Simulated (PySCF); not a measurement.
Relaxation of singlet PbSF₂

Level of theory: PySCF, PBE0, basis Pb def2-TZVP with ECP60, S def2-TZVP, F def2-TZVP (scalar-relativistic core potentials, no spin–orbit coupling, density fitting). A (50,194) grid was used.

A hand-made trigonal pyramidal start, of Cs symmetry, held to at least that symmetry:

```xyz
4
charge 0 multiplicity 1, angstrom
Pb    0.0535    0.0927   -0.2572
S    -0.9575   -1.6584    0.8179
F     1.8901    0.0927    0.7193
F    -0.8647    1.6832    0.7193
```

(1) What does it relax to?

(2) How much energy is released, and in how many steps?

Results:

(1) It ends at C2v with Pb–F 1.994 Å (×2), Pb–S 2.267 Å; F–Pb–F 92.4°, F–Pb–S 133.8° (×2) (after a last refinement on a finer grid). The frequency run here used a shortcut that can spoil soft modes, so no verdict on minimum or saddle point is given. Other isomers or separated fragments may lie lower.

(2) 128.8 kJ/mol in 8 steps.

No spin–orbit coupling is included, which matters more the heavier the element.

The relaxation took of the order of 90 core-seconds on a shared host.
